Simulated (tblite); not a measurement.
Parent: `[SiH3:1][CH2:2][CH2:3][SiH2:4][CH2:5][SiH3:6]` with Si1–C2–C3–Si4 179°, C2–C3–Si4–C5 180°, C3–Si4–C5–Si6 178°, C3H14Si3.

Computed geometry: GFN2-xTB, gas phase. One conformer each, not checked by frequencies here.

```
coordinate of the parent    value
                  Si1–C2  1.901 Å
                   C2–C3  1.529 Å
                  C3–Si4  1.904 Å
                  Si4–C5  1.898 Å
                  C5–Si6  1.895 Å
               Si1–C2–C3   112.7°
               C2–C3–Si4   112.5°
               C3–Si4–C5   109.8°
              Si4–C5–Si6   115.0°
```

**Question.** How does the shared frame change in `[OH:1][CH2:2][C@@H:3]([SiH3:4])[CH2:5][SiH2:6][CH2:7][SiH3:8]` with H–O1–C2–C3 64°, O1–C2–C3–Si4 39°, C2–C3–C5–Si6 171°, C3–C5–Si6–C7 -36°, C5–Si6–C7–Si8 180°, C4H16OSi3? Atoms pair as Si1 = Si4, C2 = C3, C3 = C5, Si4 = Si6, C5 = C7, Si6 = Si8 (parent first).

**Answer.** 
```json
{"parent": "Si1–C2", "relative": "Si4–C3", "value in the relative": "1.914 Å", "change": "+0.013"}
{"parent": "C2–C3", "relative": "C3–C5", "value in the relative": "1.528 Å", "change": "-0.001"}
{"parent": "C3–Si4", "relative": "C5–Si6", "value in the relative": "1.908 Å", "change": "+0.004"}
{"parent": "Si4–C5", "relative": "Si6–C7", "value in the relative": "1.899 Å", "change": "+0.001"}
{"parent": "C5–Si6", "relative": "C7–Si8", "value in the relative": "1.897 Å", "change": "+0.002"}
{"parent": "Si1–C2–C3", "relative": "Si4–C3–C5", "value in the relative": "115.5°", "change": "+2.8"}
{"parent": "C2–C3–Si4", "relative": "C3–C5–Si6", "value in the relative": "116.3°", "change": "+3.8"}
{"parent": "C3–Si4–C5", "relative": "C5–Si6–C7", "value in the relative": "110.9°", "change": "+1.1"}
{"parent": "Si4–C5–Si6", "relative": "Si6–C7–Si8", "value in the relative": "115.0°", "change": "0.0"}
```

Of the parent's bonds, Si1–C2 changes most (+0.013 Å). Bonds of the relative outside the shared frame: O1–C2 1.412, C2–C3 1.528 Å.
